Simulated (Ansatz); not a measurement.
Born–Oppenheimer molecular dynamics of AsBH$_{4}$ (6 atoms, charge 0, multiplicity 1). It goes on from the last frame of an earlier run, with new velocities.

These are results of Ansatz, UKS PBE0-D4/def2-SVP, not measurements.

- ensemble: NVE (velocity Verlet)
- time step: 0.5 fs
- steps asked: 150
- starting velocities drawn for: 2000 K
- seed: 341175

First frame:

```xyz
6
Properties=species:S:1:pos:R:3
B -0.022 -0.917 0.139
As 0.436 0.983 0.317
H -0.860 -1.474 0.855
H 0.770 -1.603 -0.537
H 0.856 1.361 -1.063
H -0.950 1.652 0.348
```

**Question.** How far do the bonds stretch over the last three quarters of this one trajectory? (Pairs bonded in most of those frames.)

**Answer.** 
| bond | mean (Å) | spread (Å) | shortest | longest |
| --- | --- | --- | --- | --- |
| B1–As2 | 1.996 | 0.054 | 1.87 | 2.07 |
| B1–H3 | 1.245 | 0.099 | 1.08 | 1.39 |
| B1–H4 | 1.218 | 0.081 | 1.10 | 1.34 |
| As2–H5 | 1.541 | 0.095 | 1.39 | 1.69 |
| As2–H6 | 1.520 | 0.023 | 1.47 | 1.56 |

Mean temperature of the second half: 994 K. The conserved energy stayed within 1.3 meV per atom of its start (net change 0.2 meV per atom), so the integration is sound. Over the second half the temperature averaged 0.50 of the 2000 K drawn at the start: a run that starts near a minimum puts about half its kinetic energy into the potential. A run of 0.075 ps of so small a system gives no equilibrium averages.

Time of the run: 7.5 min on 1 thread of Intel(R) Xeon(R) Platinum 8259CL CPU @ 2.50GHz (Skylake/Cascade Lake) (shared host), peak memory 0.18 GiB.
